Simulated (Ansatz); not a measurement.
The cluster B₄H₂⁻. The state is a doublet with charge -1. Geometry PBE0-D4/def2-TZVPD.

```xyz
6

B     0.9519    0.6794    0.6827
B     0.3802    0.2070   -0.7357
B    -0.9517   -0.6794   -0.6831
B    -0.3801   -0.2070    0.7355
H     1.7913    1.2795    1.2863
H    -1.7916   -1.2797   -1.2857
```

LC-ωPBE has ω = 0.4 bohr⁻¹. At PBE-D4/def2-SVPD, r2SCAN-D4/def2-TZVPD the highest occupied level of the charge -1 doublet lies above zero (up to 0.52 eV). By energy differences its removal costs 2.25 eV (vertical, to the charge 0 singlet, at CCSD(T)/def2-TZVPPD). The structure comes from a short search, and lower isomers may exist.

(1) Estimate the α-spin orbital energies around the gap (eV) in Ansatz with PBE-D4/def2-SVPD, r2SCAN-D4/def2-TZVPD, PBE0-D4/def2-TZVPD, CAM-B3LYP-D4/def2-TZVPD, LC-ωPBE/def2-TZVPD.

Results:

(1) 
```
orbital  PBE-D4/def2-SVPD  r2SCAN-D4/def2-TZVPD  PBE0-D4/def2-TZVPD  CAM-B3LYP-D4/def2-TZVPD  LC-ωPBE/def2-TZVPD
 HOMO−5             -4.82                 -5.33               -6.48                    -8.02               -9.58
 HOMO−4             -2.67                 -3.24               -4.23                    -5.64               -7.30
 HOMO−3             -2.64                 -3.04               -4.11                    -5.56               -6.88
 HOMO−2             -1.24                 -1.35               -2.10                    -3.16               -4.47
 HOMO−1             -0.02                 -0.17               -1.08                    -2.36               -3.62
   HOMO              0.52                  0.18               -0.48                    -1.57               -2.94
   LUMO              2.74                  2.99                3.51                     4.01                4.47
 LUMO+1              4.03                  3.90                3.64                     4.18                4.63
 LUMO+2              4.28                  4.15                3.87                     4.39                4.86
 LUMO+3              4.36                  4.31                3.92                     4.50                5.16
 LUMO+4              4.48                  4.43                4.41                     4.76                5.46
 LUMO+5              4.91                  4.93                4.88                     5.81                6.66
 β HOMO              0.05                 -0.16               -1.07                    -2.39               -3.75
 β LUMO              1.85                  2.29                2.63                     3.28                4.17
```
